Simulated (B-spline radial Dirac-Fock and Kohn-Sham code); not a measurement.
# Magnetic form factor of the 4d shell of Eu²⁶⁺

System: Eu²⁶⁺, [Kr] 4d1.

The run's input, task.json:

```json
{"items": [{
  "Z": 63,
  "q": 26,
  "cfg": [[1, 0, 2], [2, 0, 2], [2, 1, 6], [3, 0, 2], [3, 1, 6], [3, 2, 10], [4, 0, 2], [4, 1, 6], [4, 2, 1]],
  "A": 153,
  "rrms": 5.1115,
  "do": ["scatter"],
  "s": [0.0, 0.05, 0.1, 0.15, 0.2, 0.25, 0.3, 0.35, 0.4, 0.45, 0.5, 0.6, 0.7, 0.8, 0.9, 1.0, 1.1, 1.2, 1.4, 1.6, 1.8, 2.0, 2.5, 3.0, 3.5, 4.0, 5.0, 6.0],
  "pz": [0, 0.1, 0.14, 0.21, 0.3, 0.43, 0.63, 0.9, 1.3, 1.9, 2.7, 3.9, 5.7, 8.2, 12.0, 17.0, 25.0, 36.0, 51.0, 74.0, 110.0],
  "hv_scatter": [1000, 5000, 8047.8, 10000, 20000, 50000, 100000, 500000]
}]}
```

Run with: `python xray_run.py task.json out`

Level of theory: Dirac-Fock orbitals of the configuration average with a finite nucleus; an atomic code on a B-spline grid. ⟨j_K⟩ is the integral of the 4d radial density with the spherical Bessel function j_K(4πsr), s = sin θ/λ.

```
s (Å⁻¹)     ⟨j0⟩    ⟨j2⟩    ⟨j4⟩
      0   1.0000  0.0000  0.0000
   0.05   0.9938  0.0025  0.0000
    0.1   0.9753  0.0098  0.0000
   0.15   0.9451  0.0217  0.0002
    0.2   0.9043  0.0376  0.0005
   0.25   0.8540  0.0567  0.0013
    0.3   0.7959  0.0782  0.0025
   0.35   0.7316  0.1012  0.0045
    0.4   0.6630  0.1246  0.0072
   0.45   0.5920  0.1476  0.0110
    0.5   0.5202  0.1693  0.0157
    0.6   0.3812  0.2056  0.0283
    0.7   0.2571  0.2289  0.0446
    0.8   0.1550  0.2371  0.0631
    0.9   0.0783  0.2308  0.0822
      1   0.0266  0.2121  0.0997
    1.1  -0.0030  0.1847  0.1141
    1.2  -0.0148  0.1524  0.1239
    1.4  -0.0050  0.0870  0.1279
    1.6   0.0220  0.0359  0.1136
```

Radial moments of the shell: ⟨r²⟩ = 0.3393, ⟨r⁴⟩ = 0.1685, ⟨r⁶⟩ = 0.1111 in powers of bohr.

Values without a named source are computed, but for edge energies of neutral atoms, which are taken from tables.
